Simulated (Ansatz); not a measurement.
Consider the ligand exchange at a Ge–N bond: `C[N]([GeH3])[SiH2]O` + `CC=N` → `C/C=[N]\[GeH3]` + `CN[SiH2]O`.

Gas-phase electronic energies from Ansatz, PBE0-D4/def2-TZVP geometries. CCSD(T)/CBS adds triple-zeta CCSD(T) − MP2 to the extrapolated MP2 energy (def2 sets, frozen cores). Functionals use def2-TZVPP. B3LYP here is the variant with VWN-RPA as its local correlation; programs differ in this. For Ge outer-core shells are correlated without core-valence functions, which leaves a few kJ/mol of doubt a bond. Scalar relativity is left out up to krypton. Each species was taken in one conformer, which may not be the lowest.

`C[N]([GeH3])[SiH2]O`:

Cartesian coordinates in Å:
```
C -1.403 0.048 0.761
N -0.115 0.257 0.116
Ge -0.175 1.167 -1.488
Si 1.294 -0.532 0.682
O 1.612 -2.024 0.053
H -1.264 -0.371 1.763
H -2.051 -0.639 0.201
H -1.946 0.992 0.880
H -0.827 2.539 -1.230
H 1.261 1.314 -2.001
H -1.043 0.390 -2.499
H 2.473 0.266 0.281
H 1.132 -0.653 2.158
H 1.053 -2.754 0.323
```

`CC=N`:

Cartesian coordinates in Å:
```
C -0.353 0.106 0.732
C 0.606 -0.225 -0.362
N 0.438 -0.097 -1.607
H 0.085 0.844 1.411
H -1.292 0.501 0.338
H -0.566 -0.784 1.332
H 1.572 -0.628 -0.036
H -0.490 0.284 -1.807
```

`C/C=[N]\[GeH3]`:

```xyz
11

C     1.263    0.313    0.774
C     0.689    0.886   -0.483
N    -0.373    0.589   -1.092
Ge   -1.542   -0.735   -0.500
H     2.259   -0.095    0.574
H     1.393    1.106    1.517
H     0.640   -0.473    1.204
H     1.306    1.686   -0.923
H    -2.118   -0.385    0.887
H    -0.842   -2.107   -0.426
H    -2.673   -0.786   -1.533
```

`CN[SiH2]O`:

Cartesian coordinates in Å:
```
C -0.093 0.710 -1.401
N -0.336 0.742 0.024
Si 0.335 -0.329 1.168
O -0.401 -1.792 1.384
H -0.876 0.187 -1.964
H 0.852 0.197 -1.596
H 0.000 1.720 -1.812
H -1.152 1.274 0.284
H 0.227 0.308 2.498
H 1.734 -0.564 0.716
H -0.291 -2.453 0.699
```

```csv
level,ΔE (kcal/mol),difference from CCSD(T)/CBS
r2SCAN-D4,3.1,-1.3
PBE0-D4,3.5,-0.9
B3LYP-D4,3.3,-1.1
PBE,2.3,-2.1
SCS-MP2/def2-TZVPP,4.7,0.3
CCSD(T)/def2-TZVPP,5.0,0.6
HF/def2-QZVPP,3.1,-1.3
SCS-MP2/def2-QZVPP,4.4,0.0
MP2/CBS(def2),4.3,-0.1
CCSD/CBS(def2),4.3,-0.1
CCSD(T)/CBS,4.4,0
```

Largest T1 diagnostic among the species: 0.013.

In def2-TZVPP, CCSD(T) changes the Hartree–Fock value by +1.9 kcal/mol (the triples alone add +0.1 kcal/mol) and MP2 by +1.7 kcal/mol. The D4 term adds +1.1 kcal/mol with B3LYP and +0.6 kcal/mol with PBE0; it sums over pairs of atoms, weighted by their polarisabilities, and B3LYP, whose exchange is more repulsive, gets the larger term.
